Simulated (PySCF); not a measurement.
Si(H)(Me)2(OH), SMILES C[SiH](C)O (C2H8OSi), PBE0/def2-SVP optimised geometry.

```
12

Si    -0.16    -0.82     0.00
C     -0.85    -1.78    -1.46
C     -0.85     0.93     0.00
O      1.51    -0.82     0.00
H     -0.53    -1.51     1.27
H     -0.60    -1.29    -2.42
H     -0.43    -2.80    -1.49
H     -1.94    -1.86    -1.40
H     -0.43     1.51     0.84
H     -0.60     1.46    -0.93
H     -1.94     0.92     0.10
H      1.94    -0.42    -0.76
```

Density from PySCF 2.14.0 with PBE0/def2-TZVP at that geometry.

Minimum of the electron density along straight lines between bonded atoms, close to the bond critical point (lines longer than 1.1 times the sum of covalent radii, or with two minima, are not listed):

```json
[
 {"bond": "Si1–C2", "length / Å": "1.877", "ρ at the minimum / e bohr⁻³": "0.122", "∇²ρ there / e bohr⁻⁵": "0.18", "position (fraction from the first atom)": "0.39"},
 {"bond": "Si1–C3", "length / Å": "1.877", "ρ at the minimum / e bohr⁻³": "0.122", "∇²ρ there / e bohr⁻⁵": "0.18", "position (fraction from the first atom)": "0.39"},
 {"bond": "Si1–O4", "length / Å": "1.675", "ρ at the minimum / e bohr⁻³": "…", "∇²ρ there / e bohr⁻⁵": "…", "position (fraction from the first atom)": "0.41"},
 {"bond": "Si1–H5", "length / Å": "1.492", "ρ at the minimum / e bohr⁻³": "0.122", "∇²ρ there / e bohr⁻⁵": "0.14", "position (fraction from the first atom)": "0.49"},
 {"bond": "C2–H6", "length / Å": "1.102", "ρ at the minimum / e bohr⁻³": "0.264", "∇²ρ there / e bohr⁻⁵": "-0.86", "position (fraction from the first atom)": "0.64"},
 {"bond": "C2–H7", "length / Å": "1.101", "ρ at the minimum / e bohr⁻³": "0.266", "∇²ρ there / e bohr⁻⁵": "-0.87", "position (fraction from the first atom)": "0.64"},
 {"bond": "C2–H8", "length / Å": "1.102", "ρ at the minimum / e bohr⁻³": "0.265", "∇²ρ there / e bohr⁻⁵": "-0.86", "position (fraction from the first atom)": "0.64"},
 {"bond": "C3–H9", "length / Å": "1.101", "ρ at the minimum / e bohr⁻³": "0.266", "∇²ρ there / e bohr⁻⁵": "-0.87", "position (fraction from the first atom)": "0.64"},
 {"bond": "C3–H10", "length / Å": "1.102", "ρ at the minimum / e bohr⁻³": "0.264", "∇²ρ there / e bohr⁻⁵": "-0.86", "position (fraction from the first atom)": "0.64"},
 {"bond": "C3–H11", "length / Å": "1.102", "ρ at the minimum / e bohr⁻³": "0.265", "∇²ρ there / e bohr⁻⁵": "-0.86", "position (fraction from the first atom)": "0.64"},
 {"bond": "O4–H12", "length / Å": "0.961", "ρ at the minimum / e bohr⁻³": "…", "∇²ρ there / e bohr⁻⁵": "-2.42", "position (fraction from the first atom)": "0.81"}
]
```

Complete the blanks.


- Si1–O4, ρ at the minimum / e bohr⁻³: 0.130
- Si1–O4, ∇²ρ there / e bohr⁻⁵: 0.74
- O4–H12, ρ at the minimum / e bohr⁻³: 0.357
